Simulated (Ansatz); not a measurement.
Relaxation of C₂H₉NO₂Si (15 atoms, charge 0, multiplicity 1), to a largest force component of 0.015 eV/Å in at most 40 steps.

Method: RKS BHLYP/def2-SVP in Ansatz.

```xyz
15
Properties=species:S:1:pos:R:3
C -0.791 -1.528 -1.335
Si 0.085 -1.154 0.223
C 0.110 0.752 0.594
N 1.038 1.429 -0.374
O 0.705 1.103 1.832
O -1.107 1.406 0.541
H -1.843 -1.117 -1.276
H -0.838 -2.539 -1.567
H -0.359 -0.971 -2.156
H 1.482 -1.677 0.132
H -0.572 -1.866 1.381
H 1.382 0.752 -0.984
H 0.399 2.048 -0.871
H 0.064 0.749 2.523
H -0.990 1.989 -0.199
```

Question: Where does it end, and by what steps?

Answer: The run converged. After 17 steps the energy has fallen by 1.172 eV; H12 moved furthest, 1.13 Å.

| step | energy less start (eV) | largest force component (eV/Å) | accepted |
| --- | --- | --- | --- |
| 0 | 0.0000 | 2.817 | yes |
| 1 | -0.5910 | 1.638 | yes |
| 2 | -0.7293 | 0.823 | yes |
| 3 | -0.7924 | 0.976 | yes |
| 4 | -0.8862 | 0.391 | yes |
| 5 | -0.9103 | 0.278 | yes |
| 6 | -0.9717 | 0.241 | yes |
| 7 | -1.0184 | 0.423 | yes |
| 8 | -1.0643 | 1.097 | yes |
| 9 | -1.0735 | 1.745 | yes |
| 10 | -1.1475 | 0.341 | yes |
| 11 | -1.1605 | 0.402 | yes |
| 12 | -1.1544 | 0.730 | no |
| 13 | -1.1707 | 0.088 | yes |
| 14 | -1.1718 | 0.053 | yes |
| 15 | -1.1721 | 0.039 | yes |
| 16 | -1.1723 | 0.025 | yes |
| 17 | -1.1724 | 0.008 | yes |

```xyz
15
Properties=species:S:1:pos:R:3
C -0.726 -1.659 -1.377
Si 0.034 -1.169 0.263
C 0.142 0.740 0.434
N 0.992 1.288 -0.575
O 0.728 1.122 1.642
O -1.180 1.209 0.380
H -1.714 -1.203 -1.486
H -0.837 -2.744 -1.451
H -0.100 -1.330 -2.212
H 1.396 -1.729 0.415
H -0.797 -1.660 1.394
H 0.524 1.313 -1.468
H 1.295 2.221 -0.322
H 0.171 0.813 2.354
H -1.164 2.164 0.472
```

Whether the end is a true minimum wasn't checked by a vibrational analysis.

The run took 57 s on 2 threads of AMD EPYC 9R14 (Zen 4), with other jobs on the host, peak memory 0.38 GiB.
